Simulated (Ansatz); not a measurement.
Correlation energies of C3H11NO3Zr (`C[O][Zr]([NH2])([O]C)[O]C`) by basis set

Z-matrix (Å, degrees):
```
C
O 1 1.386
H 1 1.096 2 111.0
H 1 1.096 2 111.0 3 120.3
H 1 1.096 2 110.5 3 -119.9
Zr 2 1.927 1 169.8 3 -48.1
O 6 1.927 2 114.4 1 -70.6
O 6 1.932 2 108.7 1 51.1
N 6 2.051 2 107.2 1 170.7
C 7 1.386 6 169.9 2 71.4
C 8 1.385 6 167.7 2 117.2
H 9 1.010 6 125.8 2 151.5
H 9 1.010 6 125.8 2 -28.0
H 10 1.096 7 111.0 6 -69.8
H 10 1.096 7 110.5 6 170.5
H 10 1.096 7 111.0 6 50.6
H 11 1.097 8 110.8 6 120.5
H 11 1.097 8 110.8 6 -119.8
H 11 1.097 8 111.1 6 0.4
```

Charge 0, multiplicity 1. Correlated methods include outer-core shells of Zr, which these sets cover unevenly. Zr: def2 effective core potential. The structure was optimised at the PBE0-D4/def2-TZVP level. It is one conformer, not always the lowest. Frozen core, restricted reference, the Gaussian-basis code of Ansatz.

```csv
basis,HF (Eh),MP2 corr.,CCSD corr.,(T),CCSD(T) total
def2-SVP,-445.47803,-1.40592,-1.46747,-0.04368,-446.98918
def2-TZVPP,-445.96152,-1.80707,-1.84659,-0.07506,-447.88317
def2-QZVPP,-445.98530,-1.96400,–,–,–
```
